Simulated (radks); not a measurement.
Results of a calculation; reference values are marked as such.
Spherical jellium clusters: N electrons in a uniform positive sphere of charge N and radius rs N^(1/3), rs = 3.38 bohr. Level of theory: non-relativistic Kohn-Sham, PBE, spin-polarised, spherical densities (a radial shooting solver with Libxc functionals). Levels are named by radial order and angular momentum (1s, 1p, 1d, 2s, ...), and open shells are averaged over m.

N = 5, configuration 1s2 1p(up 3, down 0). This is the lowest configuration that the search found. Occupied and some empty levels:

| level | occupation | eigenvalue (eV) | <r> (bohr) |
|---|---|---|---|
| 1s up | 1 | -5.3686 | 4.184 |
| 1s down | 1 | -4.5420 | 3.847 |
| 1p up | 3 | -3.3598 | 5.220 |
| 1p down | 0 | -2.2130 | 5.284 |
| 1d up | 0 | -1.1289 | 6.699 |
| 2s up | 0 | -0.91431 | 8.253 |

Energy (eV): total -7.87721, kinetic 11.905, external -134.53, Hartree 64.533, exchange-correlation -20.406, background 70.621.

Electron density:

| r (bohr) | n(r) (e/bohr^3) |
|---|---|
| 0.712 | 0.006967 |
| 1.48 | 0.007157 |
| 2.24 | 0.007243 |
| 3.00 | 0.006927 |
| 3.77 | 0.006001 |
| 4.53 | 0.004554 |
| 5.29 | 0.002958 |
| 6.06 | 0.001633 |
| 6.82 | 0.0007997 |
| 7.58 | 0.0003669 |
| 8.35 | 0.0001639 |
| 9.11 | 0.00007248 |
| 9.88 | 0.00003181 |
